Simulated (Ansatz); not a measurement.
SnMe4 (C₄H₁₂Sn). Total charge 0; singlet. Geometry B3LYP-D4/def2-SVP, basis def2-TZVP, Ansatz.

```xyz
17

C    -0.329    0.238    2.138
C    -0.724   -1.952   -0.633
C     2.127    0.158   -0.429
C    -1.075    1.556   -1.076
Sn    0.000    0.000    0.000
H     0.044    1.217    2.475
H     0.200   -0.551    2.694
H    -1.403    0.172    2.368
H    -0.580   -2.079   -1.717
H    -1.797   -2.052   -0.406
H    -0.177   -2.750   -0.108
H     2.311    0.020   -1.505
H     2.687   -0.612    0.125
H     2.504    1.149   -0.132
H    -0.731    2.550   -0.752
H    -2.156    1.477   -0.884
H    -0.901    1.459   -2.159
```

| run | HOMO (eV) | LUMO (eV) |
| --- | --- | --- |
| A | -6.32 | -0.28 |
| B | -6.46 | -0.26 |
| C | -10.30 | 2.65 |
| D | -6.69 | 0.30 |
| E | -8.70 | 1.16 |
| F | -7.63 | 0.55 |

In the def2 sets Sn takes a core potential; there is no spin–orbit coupling. LC-ωPBE has ω = 0.4 bohr⁻¹.

**Question.** The runs used BHLYP, BLYP, LC-ωPBE, PBE, PBE0, r2SCAN. Estimate which is which.

**Answer.** A BLYP (0 % exact exchange); B PBE (0 % exact exchange); C LC-ωPBE (range-separated); D r2SCAN (0 % exact exchange); E BHLYP (50 % exact exchange); F PBE0 (25 % exact exchange). Exact exchange lowers occupied and raises empty levels; among semilocal functionals meta-GGAs tend to open the gap a little, and such runs are hard to tell apart. The gap grows from 6.04 eV (BLYP) to 12.95 eV (LC-ωPBE).
